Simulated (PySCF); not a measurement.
C8H16.
Bonds: C1–C2, C2–C3, C3–C4, C4–C5, C5–C6, C6–C7, C7–C8, C3–C8. Hydrogens: H9, H10, H11 on C1; H12, H13 on C2; H14 on C3; H15, H16 on C4; H17, H18 on C5; H19, H20 on C6; H21, H22 on C7; H23, H24 on C8.

The closed-shell ground state was solved at several levels (PySCF, density fitting, gas phase, non-relativistic). Geometry: PBE0-D3(BJ)/def2-SVP, one conformer, isolated molecule.

```tsv
level	basis functions	HOMO (eV)	LUMO (eV)	gap (eV)	dipole (D)
PBE0/aug-cc-pVDZ	328	-8.13	-0.02	8.11	0.06
B97-2/pcSseg-1	216	-7.98	1.53	9.51	0.04
PBE0/STO-3G	56	-6.93	9.48	16.41	0.02
wB97X-D/pcSseg-1	216	-10.09	3.31	13.40	0.04
PBE0/cc-pVDZ	192	-8.09	1.89	9.98	0.03
PBE0/pcSseg-0	104	-8.35	2.09	10.44	0.04
PBE0/pcSseg-1	216	-8.22	1.50	9.72	0.04
PBE0/6-31G*	144	-8.01	2.68	10.69	0.03
PBE0/6-31G	104	-8.02	2.67	10.69	0.03
B3LYP/def2-SVPD	288	-8.01	0.52	8.53	0.06
CAM-B3LYP/pcSseg-1	216	-9.61	2.35	11.96	0.04
PBE0/6-311+G(2d,p)	312	-8.16	0.34	8.50	0.06
```

**Question.** Estimate the row for LDA/pcSseg-1, a basis of 216 functions; the other rows only guide the guess.

**Answer.** HOMO -6.97 eV, LUMO 0.46 eV, gap 7.43 eV, dipole 0.04 D.

**Question.** Over all these levels, which gives the widest orbital gap and which the narrowest?

**Answer.** PBE0/STO-3G (global hybrid, 25 % exact exchange) has the widest, 16.41 eV, and LDA/pcSseg-1 (LDA) the narrowest, 7.43 eV. Functional and basis both differ between the two, so the spread mixes both effects.

**Question.** How much does the basis alone move the frontier levels among the 8 PBE0 rows?

**Answer.** The HOMO by 1.42 eV and the LUMO by 9.50 eV. By rising basis size (HOMO, LUMO in eV): STO-3G -6.93, 9.48; pcSseg-0 -8.35, 2.09; 6-31G -8.02, 2.67; 6-31G* -8.01, 2.68; cc-pVDZ -8.09, 1.89; pcSseg-1 -8.22, 1.50; 6-311+G(2d,p) -8.16, 0.34; aug-cc-pVDZ -8.13, -0.02.

**Question.** In the pcSseg-1 basis, how does the gap go with the fixed share of exact exchange?

**Answer.** LDA (0 %) 7.43 eV; B97-2 (21 %) 9.51 eV; PBE0 (25 %) 9.72 eV. Each rise in the share widens the gap here.

**Question.** How far do the dipole and the HOMO energy spread over the levels?

**Answer.** The dipole runs from 0.02 to 0.06 D (mean 0.04 D) and the HOMO from -10.09 to -6.93 eV.
